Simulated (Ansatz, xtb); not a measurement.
# A geometry optimisation of CuFH4Si2 with r2SCAN-D4/def2-SVP

The starting geometry of this gas-phase singlet has its atoms placed at random.

```xyz
8

Cu   -0.9816   -1.3291   -0.7291
F     0.7789    0.8129    1.0055
Si    1.7944   -0.4803   -0.0011
Si   -1.2980    1.6081    0.9677
H     0.9437    0.8777    0.0481
H     0.0863   -2.0972    0.6927
H    -0.2877    0.7907   -1.1600
H     1.1581   -0.1163    1.4616
```

Problem. Guess where an optimisation with r2SCAN-D4/def2-SVP ends from this start.

Solution. It ends as a structure with H5 bridging Si3 and Cu1, H6 bridging Cu1 and Si3, H7 bridging Cu1 and Si4, given below by its coordinates. Distances that change by over a tenth: F2–Si3 (1.93 → 3.84 Å), F2–H8 (1.10 → 2.62 Å). Contacts that open: F2–H5 (0.97 → 3.32 Å). Contacts that close: Cu1–Si3 (2.99 → 2.32 Å), Cu1–Si4 (3.41 → 2.46 Å), Cu1–H5 (3.03 → 1.81 Å), Cu1–H7 (2.27 → 1.61 Å), F2–Si4 (2.22 → 1.65 Å), Si3–H6 (2.45 → 1.61 Å), Si4–H7 (2.49 → 1.72 Å).

The energy falls by 14.17 eV over 29 steps:

```tsv
step	E − E(last) (eV)
1	14.170
4	5.774
7	2.177
10	0.822
13	0.293
17	0.116
20	0.026
23	0.005
26	0.000
29	0.000
```

Final geometry (Å):

```yaml
atoms:
  - { symbol: Cu, position_ang: [-0.0433, -0.3300, -0.6738] }
  - { symbol: F, position_ang: [0.0206, 2.2887, 0.8871] }
  - { symbol: Si, position_ang: [1.6782, -1.1660, 0.6353] }
  - { symbol: Si, position_ang: [-0.9098, 0.9724, 1.2188] }
  - { symbol: H, position_ang: [1.7507, -0.1339, -0.5842] }
  - { symbol: H, position_ang: [0.5175, -1.9457, -0.1642] }
  - { symbol: H, position_ang: [-1.3172, 0.6206, -0.4099] }
  - { symbol: H, position_ang: [0.4975, -0.2395, 1.3764] }
```

From the same start GFN2-xTB ends elsewhere, in pieces: CuFH2Si + H2Si.

From so rough a start the end depends on the optimiser's path, so another program may land elsewhere. The end wasn't checked by frequencies. Run with Ansatz 0.2.0, 5.8 min on 1 thread of AMD EPYC (Zen 3), with other jobs on the host.
